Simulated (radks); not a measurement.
Charge is removed step by step from the 1s down level of He, starting from 1s(up 1, down 1). All-electron calculation, non-relativistic Kohn-Sham, PBE, spin-polarised, spherical densities, point nucleus. Program: a radial shooting solver on a logarithmic mesh with Libxc functionals.

| removed (e) | E - E(0) (eV) | eigenvalue (eV) |
|---|---|---|
| 0 | 0.000 | -15.763 |
| 0.1 | 1.666 | -17.567 |
| 0.2 | 3.514 | -19.398 |
| 0.3 | 5.546 | -21.247 |
| 0.4 | 7.764 | -23.096 |
| 0.5 | 10.165 | -24.924 |
| 0.6 | 12.747 | -26.699 |
| 0.7 | 15.501 | -28.371 |
| 0.8 | 18.414 | -29.839 |
| 0.9 | 21.453 | -30.802 |

The mean slope of the eigenvalue, de/dn, is 16.7 eV per electron.
